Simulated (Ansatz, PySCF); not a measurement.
In(OH)2(OSiH3) (H₅InO₃Si), SMILES [OH][In]([OH])[O][SiH3].

Geometry optimised at PBE0-D3(BJ)/def2-SVP. The structure was generated by enumeration; whether it is a known compound was not checked. The def2 effective core potentials stand for the cores of In; spin–orbit coupling is left out. One conformer was computed; it need not be the lowest.

Vertical ionisation energy (IE) and electron affinity (EA) in eV. Rows of orbital energies are one-electron estimates. Where ΔSCF, EOM or ADC give a negative EA the extra electron is unbound and the value depends on the basis.

| level | IE | EA |
|---|---|---|
| −ε(HOMO), −ε(LUMO), CAM-B3LYP/def2-TZVP (PySCF) | 9.83 | 1.39 |
| −ε(HOMO), −ε(LUMO), PBE/def2-TZVP (PySCF) | 6.93 | 3.21 |
| ΔSCF, PBE0/def2-SVPD (Ansatz), final states of multiplicity 2 and 2 | 10.40 | 0.83 |
| ΔSCF, PBE/def2-SVPD (Ansatz), final states of multiplicity 2 and 2 | 9.76 | 0.98 |

### Question
What vertical singlet–triplet gap does ΔSCF give with PBE0/def2-SVPD (Ansatz, a first-principles code) and with PBE/def2-SVPD (Ansatz)? (Estimate from the structure and the level; the computed values follow.)

### Answer
4.57 and 3.87 eV (triplet above singlet where positive).
